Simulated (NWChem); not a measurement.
System: C2HBrClF; SMILES F/C(Br)=C\Cl

Results from NWChem. Medium grid unless said otherwise, to which SCAN and Minnesota functionals are sensitive. Geometry: optimised at PBE-D3(BJ)/def2-SVP. Total energies of different functionals are on different scales.

| level | energy (Ha) | highest occupied level (eV) | orbital gap (eV) | dipole (D) |
|---|---|---|---|---|
| B3LYP/def2-SVP | -3210.4169 | -6.92 | 6.35 | 1.29 |
| PBE/def2-SVP | -3209.6214 | -5.94 | 4.54 | 1.11 |
| PBE0/def2-SVP | -3209.7457 | ___ | ___ | 1.34 |
| TPSSh/def2-SVP | -3210.3148 | -6.58 | 5.65 | 1.28 |
| N12/def2-SVP | -3211.8194 | -5.84 | 4.57 | 1.30 |
| BLYP/def2-SVP | -3210.3638 | -5.70 | 4.52 | 1.10 |
| CAM-B3LYP/def2-SVP | -3210.4468 | -8.45 | 9.29 | 1.35 |
| MN15-L/def2-SVP | -3210.1859 | -6.43 | 5.55 | 1.36 |
| B97-2/def2-SVP | -3211.0357 | -7.02 | 6.50 | 1.35 |
| LDA (Slater exchange, VWN5)/def2-SVP | -3204.0291 | -6.07 | 4.49 | 1.14 |
| revPBE/def2-SVP | -3210.0253 | -5.90 | 4.57 | 1.11 |

Task: What belongs in the gaps?

Result: 
- PBE0/def2-SVP, highest occupied level (eV): -7.24
- PBE0/def2-SVP, orbital gap (eV): 6.82
